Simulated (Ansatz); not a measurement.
`N[SiH2]S[SiH](N)F` + `O[SiH3]` → `N[SiH2]O[SiH3]` + `N[SiH](F)S`  (ligand exchange at the Si–S bond)

Computed with Ansatz on PBE0-D4/def2-TZVP structures; ΔE is electronic, products minus reactants. CCSD(T)/CBS is the MP2 limit (def2-TZVPP, def2-QZVPP) plus CCSD(T) − MP2 in def2-TZVPP, frozen cores. DFT in def2-TZVPP. B3LYP here is the variant with VWN-RPA as its local correlation; programs differ in this. Each species was taken in one conformer, which may not be the lowest.

`N[SiH2]S[SiH](N)F`:

```xyz
13

N    -1.438    1.168   -0.755
Si   -0.194    0.429   -1.659
S     0.369   -1.589   -1.090
Si    0.409   -1.309    0.996
N     1.089    0.216    1.353
F    -1.048   -1.262    1.657
H    -1.226    1.416    0.201
H    -2.376    0.805   -0.826
H     1.013    1.282   -1.577
H    -0.640    0.267   -3.062
H     1.055   -2.502    1.588
H     1.061    0.569    2.298
H     1.926    0.512    0.876
```

`O[SiH3]`:

Cartesian coordinates in Å:
```
O -0.274 1.079 -0.636
Si -0.087 -0.318 0.218
H 0.507 1.473 -1.025
H 0.466 -1.411 -0.630
H -1.439 -0.687 0.694
H 0.827 -0.135 1.379
```

`N[SiH2]O[SiH3]`:

Z-matrix (Å, degrees):
```
Si
O 1 1.640
N 1 1.701 2 114.3
H 1 1.483 2 107.7 3 119.4
H 1 1.484 2 107.7 3 -119.4
Si 2 1.630 1 148.8 3 178.7
H 3 1.007 1 121.3 2 -75.2
H 3 1.007 1 121.3 2 75.3
H 6 1.484 2 108.5 1 -179.2
H 6 1.487 2 110.5 1 61.0
H 6 1.487 2 110.5 1 -59.4
```

`N[SiH](F)S`:

Z-matrix (Å, degrees):
```
Si
F 1 1.602
S 1 2.122 2 106.4
N 1 1.688 2 115.9 3 -117.7
H 1 1.477 2 105.1 3 123.0
H 3 1.344 1 93.8 2 29.0
H 4 1.006 1 122.0 2 -87.7
H 4 1.006 1 122.7 2 73.2
```

```
   level  ΔE (kJ/mol)
B3LYP-D4        -52.3
    PBE0        -46.1
```

Problem. What does CCSD(T)/CBS give? (Best estimate.)

Solution. Computed: -51.6 kJ/mol. The listed levels differ from it by -0.7, 5.5 kJ/mol.

Largest T1 diagnostic among the species: 0.011.

From PBE to PBE0 (25 % exact exchange), in def2-TZVPP and without D4, ΔE moves by −4.2 kJ/mol. In def2-TZVPP, CCSD(T) changes the Hartree–Fock value by +27.2 kJ/mol (the triples alone add +5.6 kJ/mol) and MP2 by +31.6 kJ/mol.
